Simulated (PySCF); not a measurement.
C2H6GeSi, SMILES C1=[CH][GeH2][SiH2]1. Heavy atoms are numbered as in [CH:1]1=[CH:2][GeH2:3][SiH2:4]1. Hydrogens are named by the atom that carries them.

Coordinates come from a B3LYP-D3(BJ)/def2-SVP optimisation. The structure was generated by enumeration, and PubChem lists no compound with its InChIKey, so it may never have been made.

The numbers are results of PBE0/pcSseg-1 (PySCF), not measurements.

GIAO shieldings, no solvent; atoms alike by connectivity are averaged. δ = σ(ref) − σ: ¹³C against TMS (σ = 186.3 ppm); ⁷³Ge against GeH4 (σ = 1658.3 ppm); ²⁹Si against TMS (σ = 352.7 ppm); ¹H against TMS (σ = 31.56 ppm), references at their B3LYP-D3(BJ)/def2-TZVP geometries, non-relativistic.

| nucleus | atoms | count | δ (ppm) |
|---|---|---|---|
| ¹³C | C2 (CH) | 1 | 178.2 |
| ¹³C | C1 (CH) | 1 | 167.3 |
| ⁷³Ge | Ge3 (GeH2) | 1 | 144.8 |
| ²⁹Si | Si4 (SiH2) | 1 | -34.6 |
| ¹H | H on C2 | 1 | 7.89 |
| ¹H | H on C1 | 1 | 7.48 |
| ¹H | H on Si4 | 2 | 5.28 |
| ¹H | H on Ge3 | 2 | 5.16 |
